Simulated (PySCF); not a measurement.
Ge(F)2(OH)(NH2) (F₂GeH₃NO), SMILES [Ge]([F])([NH2])([F])[OH].

Coordinates come from a PBE-D3(BJ)/def2-SVP optimisation. The structure was generated by enumeration, and PubChem lists no compound with its InChIKey, so it may never have been made. Other conformers were not sampled.

Two levels are set side by side: PBE/def2-TZVP (PySCF) and HF/def2-TZVP (PySCF). Same geometry, gas phase. Differences are taken from unrounded values.

| quantity | HF |
|---|---|
| orbital gap (eV) | 15.26 |
| highest occupied level (eV) | -12.62 |
| lowest empty level (eV) | 2.64 |
| dipole moment (D) | 2.13 |
| mean polarisability (bohr³) | 32.3 |

Q: What does PBE give, and how far is it from HF? (The exact figures need the calculation; the answer reports its results.)

A: 
| quantity | PBE | PBE minus HF |
|---|---|---|
| orbital gap (eV) | 5.47 | -9.78 |
| highest occupied level (eV) | -7.17 | 5.44 |
| lowest empty level (eV) | -1.70 | -4.34 |
| dipole moment (D) | 1.98 | -0.14 |
| mean polarisability (bohr³) | 38.9 | 6.6 |

PBE's occupied levels lie high since its potential decays too fast outside the molecule; exact exchange lowers them and widens the gap. Loosely held outer electrons make PBE densities more polarisable. Differences between two approximate levels are no errors against the true value.

Rough cost on one machine, each run with all the roots and properties that it gave: HF against PBE about 1/3.
